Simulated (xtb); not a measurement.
Cl$_{2}$Ni (SMILES [Cl][Ni][Cl]), triplet, geometry from GFN2-xTB (such geometries of metal compounds can be far from the true shape); GFN1-xTB (xtb).

Here is a job for xtb.
```
$ xtb mol.xyz --gfn 1 --chrg 0 --uhf 2 --json

# file mol.xyz
3

Ni     0.00000000     0.00000000     0.00000000
Cl     0.00000000     0.00000000     1.93482584
Cl    -0.00000000    -0.00000000    -1.93482584
```

It wrote (shortened):

```
   ID    Z sym.   atoms
    1   28 Ni     1
    2   17 Cl     2, 3

           -------------------------------------------------
          |                Calculation Setup                |
           -------------------------------------------------

           -------------------------------------------------
          |                 G F N 1 - x T B                 |
           -------------------------------------------------

          ...................................................
          :                      SETUP                      :
          :.................................................:
          :  # basis functions                  30          :
          :  # atomic orbitals                  27          :
          :  # shells                            9          :
          :  # electrons                        24          :
          :  # halogen bonds                     0          :
          :  max. iterations                   250          :
          :  Hamiltonian                  GFN1-xTB          :
          :  restarted?                      false          :
          :  GBSA solvation                  false          :
          :  PC potential                    false          :
          :  electronic temp.          300.0000000     K    :
          :  accuracy                    1.0000000          :
          :  -> integral cutoff          0.2500000E+02      :
          :  -> integral neglect         0.1000000E-07      :
          :  -> SCF convergence          0.1000000E-05 Eh   :
          :  -> wf. convergence          0.2000000E-04 e    :
          :  Broyden damping             0.4000000          :
          :  net charge                          0          :
          :  unpaired electrons                  2          :
          ...................................................

 iter      E             dE          RMSdq      gap      omega  full diag
   1    -12.5900925 -0.125901E+02  0.115E+01    9.25       0.0  T
   2    -12.6171646 -0.270721E-01  0.619E+00    8.36       1.0  T
   3    -12.6437843 -0.266197E-01  0.394E+00    9.05       1.0  T
   4    -12.6477534 -0.396918E-02  0.502E-01    8.93       1.0  T
   5    -12.6482907 -0.537221E-03  0.532E-02    8.88       1.1  T
   6    -12.6482960 -0.528788E-05  0.222E-02    8.88       2.6  T
   7    -12.6482970 -0.107613E-05  0.204E-03    8.88      28.2  T
   8    -12.6482970 -0.521546E-08  0.116E-03    8.88      49.9  T
[...]
         :: total energy             -12.637190048678 Eh    ::
[...]
        13        1.0003           -0.4384362             -11.9305 (HOMO)
        14                         -0.1119567              -3.0465 (LUMO)
        15                         -0.1119567              -3.0465
        16                         -0.0886927              -2.4134
        17                         -0.0710908              -1.9345
        18                         -0.0710908              -1.9345
        19                         -0.0699815              -1.9043
        20                         -0.0698716              -1.9013
        21                         -0.0698716              -1.9013
        22                         -0.0489388              -1.3317
        23                         -0.0489388              -1.3317
        24                          0.0136377               0.3711
       ...                                ...                  ...
        27                          0.8880904              24.1662
      -------------------------------------------------------------
                  HL-Gap            0.3264796 Eh            8.8840 eV
             Fermi-level           -0.3607515 Eh           -9.8165 eV

  Mulliken/CM5 charges         n(s)   n(p)   n(d)
     1Ni    0.19056  0.34945   0.676  0.676  8.457
     2Cl   -0.09528 -0.17473   1.849  5.261 -0.015
     3Cl   -0.09528 -0.17473   1.849  5.261 -0.015

Wiberg/Mayer (AO) data.
largest (>0.10) Wiberg bond orders for each atom

 ---------------------------------------------------------------------------
     #   Z sym  total        # sym  WBO       # sym  WBO       # sym  WBO
 ---------------------------------------------------------------------------
     1  28 Ni   2.754 --     3 Cl   1.377     2 Cl   1.377
     2  17 Cl   1.450 --     1 Ni   1.377
     3  17 Cl   1.450 --     1 Ni   1.377
 ---------------------------------------------------------------------------

Topologies differ in total number of bonds
Writing topology from bond orders to xtbtopo.mol

 dipole moment from electron density (au)
     X       Y       Z
  -0.0000  -0.0000  -0.0000  total (Debye):    0.000

           -------------------------------------------------
          | TOTAL ENERGY              -12.637190048678 Eh   |
          | GRADIENT NORM               0.000809769919 Eh/α |
          | HOMO-LUMO GAP               8.883961075572 eV   |
           -------------------------------------------------

normal termination of xtb
```
